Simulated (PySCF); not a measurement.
An unknown is described by computed data only.

Elements present: C, H and O. Monoisotopic mass: 100.0888 u.

| Property | Result |
| --- | --- |
| Rotational structure | rotational constants A, B, C: 4.780, 1.504, 1.346 GHz [PBE0-D3(BJ)/def2-TZVP] |
| 13C NMR | chemical shifts (computed TMS as zero) by class: 218.7 (1 C), 56.2 (1 C), 32.6 (1 C), 26.4 (1 C), 24.3 (2 C) ppm [GIAO PBE0/pcSseg-2] |
| Dipole | 2.70 D [PBE0/pcSseg-2] |
| 1H NMR | chemical shifts (computed TMS as zero) by class: 2.32 (1 H), 2.28 (2 H), 2.06 (3 H), 0.83 (6 H) ppm [GIAO PBE0/pcSseg-2] |
| NMR, other nuclei | isotropic shieldings of nuclei other than C and H, by class: -328 (1 O) ppm [GIAO PBE0/pcSseg-2] |

Gas-phase values; electronic properties from PySCF, density fitting. Levels stand in brackets. Isolated species at its PBE0-D3(BJ)/def2-TZVP geometry (one conformer only). Each NMR value is the plain mean over a class of atoms that symmetry, rotation or inversion makes alike.

Question: Which formula fits the mass and the elements?

Answer: C6H12O (calculated 100.0888). No other formula that holds each of these elements comes within 0.0003 u with a fitting electron parity and a possible valence count.

Question: Propose a structure and show how it fits.

Answer: Numbering: `[CH3:1][C:2](=[O:3])[CH2:4][CH:5]([CH3:6])[CH3:7]`. Its formula, C6H12O, gives 1 degree of unsaturation: 0 rings and 1 π bond in the structure found. 6 carbons fall into 5 classes; from least to most shielded: ketone carbonyl carbon [C2] (218.7 ppm), sp3 carbon next to a carbonyl [C4] (56.2 ppm), methyl carbon next to a carbonyl [C1] (32.6 ppm), sp3 CH carbon [C5] (26.4 ppm), methyl carbon [C6/C7] (24.3 ppm, 2 C, up to 2.1 ppm apart in this geometry). Hydrogen classes from least to most shielded: 1 H on an sp3 CH carbon, C5 (2.32 ppm), 2 H on an sp3 carbon next to a carbonyl, C4 (2.28 ppm), 3 H on a methyl carbon next to a carbonyl, C1 (2.06 ppm), 6 H on 2 methyl carbons, C6/C7 (0.83 ppm, a mean of values up to 1.2 ppm apart in this geometry). The other shieldings belong to: -328 ppm, ketone oxygen [O3]. The optimised geometry has point group C1 and is an asymmetric top. Structure: 4-methyl-2-pentanone, `CC(=O)CC(C)C`. Computed isomers that give other values at the same levels: `COC1CCCC1` (rotational constant A: 5.442 GHz; this holds for the one conformer computed); `OCC1CCCC1` (rotational constant A: 5.551 GHz; this holds for the one conformer computed); `CCCCCC=O` (13C chemical shifts (computed TMS as zero) by class: 211.8 (1 C), 52.7 (1 C), 37.7 (1 C), 28.8 (1 C), 26.5 (1 C), 17.2 (1 C) ppm). The assignments are read from this structure; whether some other isomer fits the data as well wasn't checked.

The values belong to the conformer `[CH3:1][C:2](=[O:3])[CH2:4][CH:5]([CH3:6])[CH3:7]`: C1–C2–C4–C5 -165°, C2–C4–C5–C6 69°.
